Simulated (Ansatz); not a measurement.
C$_{2}$H$_{8}$GeSi (`[SiH3]/C=[CH]/[GeH3]`) at its PBE0-D4/def2-TZVP geometry, where that method's forces vanish. The species carries charge 0 and has multiplicity 1.

```tsv
atom	x (Å)	y (Å)	z (Å)
Si1	-1.375	-1.677	-0.845
C2	-0.392	-0.121	-0.552
C3	0.358	0.076	0.534
Ge4	1.388	1.693	0.851
H5	-1.169	-2.598	0.303
H6	-2.825	-1.367	-0.978
H7	-0.941	-2.345	-2.102
H8	-0.435	0.666	-1.306
H9	0.405	-0.706	1.292
H10	1.171	2.645	-0.336
H11	2.884	1.360	0.985
H12	0.931	2.374	2.154
```

(1) For each bond, give half the difference of the two atoms' forces along it (eV/Å; positive pushes the atoms apart) under PBE-D4, r2SCAN-D4, B3LYP-D4, ωB97M-V in def2-TZVPP. (Best estimate.)

Answers

(1) Ansatz gave: 
| bond | length (Å) | PBE-D4 | r2SCAN-D4 | B3LYP-D4 | ωB97M-V |
| --- | --- | --- | --- | --- | --- |
| Si1–C2 | 1.863 | -0.13 | -0.07 | 0.08 | 0.12 |
| Si1–H5 | 1.487 | 0.08 | -0.02 | -0.06 | -0.11 |
| Si1–H6 | 1.488 | 0.07 | -0.02 | -0.07 | -0.13 |
| Si1–H7 | 1.488 | 0.07 | -0.02 | -0.07 | -0.13 |
| C2–C3 | 1.334 | 0.35 | 0.22 | 0.04 | -0.02 |
| C2–H8 | 1.091 | 0.06 | -0.03 | -0.07 | -0.05 |
| C3–Ge4 | 1.943 | -0.08 | -0.03 | 0.14 | 0.10 |
| C3–H9 | 1.090 | 0.05 | -0.04 | -0.11 | -0.06 |
| Ge4–H10 | 1.537 | 0.07 | -0.05 | -0.02 | -0.08 |
| Ge4–H11 | 1.539 | 0.06 | -0.05 | -0.03 | -0.09 |
| Ge4–H12 | 1.539 | 0.06 | -0.05 | -0.03 | -0.09 |

B3LYP here is the variant with VWN-RPA as its local correlation; programs differ in this.
